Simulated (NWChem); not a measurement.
System: CH3ClGa cation; SMILES [CH3][Ga+][Cl]

Question: Give the equilibrium geometry at PBE-D3(BJ)/def2-SVP (NWChem) as a Z-matrix, with the point group.

Answer: point group C3v; any orientation.
```
C
H 1 1.1087
H 1 1.1087 2 111.39
H 1 1.1087 2 111.39 3 -125.05
Ga 1 1.9253 2 107.47 4 -117.48
Cl 5 2.0713 2 154.91 1 180.00
```
